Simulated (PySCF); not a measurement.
# How methods differ on the ionisation energy of Sc⁺

Sc⁺ [Ar] 3d1 4s1 (3D) → Sc²⁺ [Ar] 3d1 (2D), as a difference of total energies. All numbers are calculated (PySCF 2.14, no relativity, point nucleus, in def2-SVP (5s3p2d1f, 31 functions)). Correlated levels: valence: [Ar] frozen. The calculations carry no spin-orbit coupling.

```csv
method,ionisation energy (eV)
UHF,12.107
MN15,12.434
PBE0,12.780
MP2 (valence),12.151
SCS-MP2 (valence),12.122
```

Question: How much does correlation contribute at MP2 (valence)?

Answer: 12.151 − (12.107) = 0.044 eV, measured against UHF.

These non-relativistic numbers lack the scalar-relativistic shift.

The reference lies between the lowest fine-structure levels, while these numbers refer to the centres of the terms.

Errors of the correlated levels include the incompleteness of this basis and the frozen core.

For comparison: 12.800 eV (measured; NIST Atomic Spectra Database, ionization energies).
